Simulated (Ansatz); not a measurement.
Ansatz (a quantum-chemistry and plane-wave program) input (FCI/STO-3G):

Ansatz 0.2 input:
```yaml
crystal:
  periodic: [false, false, false]
  atoms:
    - {symbol: Ge, position_ang: [0.00296084, 0.00052946, 0.43654162]}
    - {symbol: F, position_ang: [1.34367754, -0.80431189, -0.52554518]}
    - {symbol: F, position_ang: [0.01888352, 1.56793281, -0.51943698]}
    - {symbol: F, position_ang: [-1.37308847, -0.76550346, -0.50716583]}
basis:
  gaussian:
    orbitals: STO-3G
total_charge: -1
magnetization: {spin_polarized: false}
correlation: {method: fci, electrons: outside_noble_gas}
```

Output:

```
Functional definition: HF
integrals: 0.01 GiB planned
524 factors; integrals over basis functions are off by at most 6.1e-8 eV
mean field: 0.13 GiB planned
mean field evaluation 1: about -63828.8935 eV, gradient 1.8e1 eV
mean field evaluation 2: about -63828.9746 eV, gradient 1.8e1 eV
mean field evaluation 4: about -63830.9449 eV, gradient 1.4e0 eV
mean field evaluation 8: about -63830.9613 eV, gradient 1.5e-5 eV
mean field -63830.96134823 eV, -2345.7445633678 hartree, gradient 7.6e-7 eV, S^2 0.000000; 0 other end points of the search recorded, 0 dependent functions left out
17 core orbitals not correlated, not the lowest: weight in the atoms' cores, before any rotation towards them, 0.921 or more for the frozen orbitals, at most 0.071 for the correlated occupied ones
reference -63830.96134823 eV, -2345.7445633678 hartree; 13, 13 occupied and 3, 3 virtual orbitals, 524 factors
configuration interaction: 0.08 GiB planned
state -63833.43208633 eV, -2345.8353613183 hartree
Total energy: -63833.43208633 eV, -2345.8353613183 hartree
```
